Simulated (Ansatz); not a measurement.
The same ligand exchange along the group B, Al, Ga, In.

Program: Ansatz. Geometries: PBE0-D4/def2-TZVP. ΔE: electronic, gas phase. CBS: MP2 limit from def2 TZ/QZ plus the TZ coupled-cluster correction, frozen cores. This one scheme is used for every species. Functionals use def2-TZVPP. def2 core potentials past Kr. For Br, Ga, In outer-core shells are correlated without core-valence functions, which leaves a few kJ/mol of doubt a bond. Scalar relativity is left out up to krypton. One conformer a species, not always the lowest.

| reaction | ωB97X-V (kcal/mol) | B97M-V (kcal/mol) | CCSD(T)/CBS(def2) (kcal/mol) |
| --- | --- | --- | --- |
| `ClB(Br)Br` + NH₃ → `NB(Br)Br` + HCl | -13.1 | -11.4 | -12.4 |
| `[Cl][Al]([Br])[Br]` + NH₃ → `[NH2][Al]([Br])[Br]` + HCl | 13.9 | 15.0 | 14.4 |
| `[Cl][Ga]([Br])[Br]` + NH₃ → `[NH2][Ga]([Br])[Br]` + HCl | 15.7 | 17.9 | 14.8 |
| `[Cl][In]([Br])[Br]` + NH₃ → `[NH2][In]([Br])[Br]` + HCl | 23.0 | 25.0 | 22.3 |

Largest T1 diagnostic: 0.011, for `[NH2][In]([Br])[Br]`.
